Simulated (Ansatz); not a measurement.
Mulliken charges of `N#[C][In]([F])[F]` from ωB97M-V/def2-TZVPP in Ansatz (PBE0-D4/def2-TZVP geometry).

| atom | x (Å) | y (Å) | z (Å) | charge (e) |
| --- | --- | --- | --- | --- |
| N1 | 1.298 | -1.592 | 1.590 | 0.014 |
| C2 | 0.725 | -0.890 | 0.879 | -0.279 |
| In3 | -0.306 | 0.372 | -0.400 | 1.155 |
| F4 | -1.872 | -0.155 | -1.376 | -0.445 |
| F5 | 0.205 | 2.191 | -0.734 | -0.445 |

Question: By hand: the dipole of these point charges (1 e Å = 4.8032 D).

Answer: Σ q r = (0.204, -0.250, 0.254) e Å, of length 0.411 e Å = 1.97 D.

Question: How does the dipole of the full density compare? (Estimate.)

Answer: The calculation gave: (-0.051, 0.063, -0.063) e Å, 0.49 D; the point charges give 4.02 times that, at 180° from its direction, so they point the opposite way.

Point charges leave out the atoms' own dipoles, such as those of lone pairs, and Mulliken's split depends on the basis, so the two needn't agree.
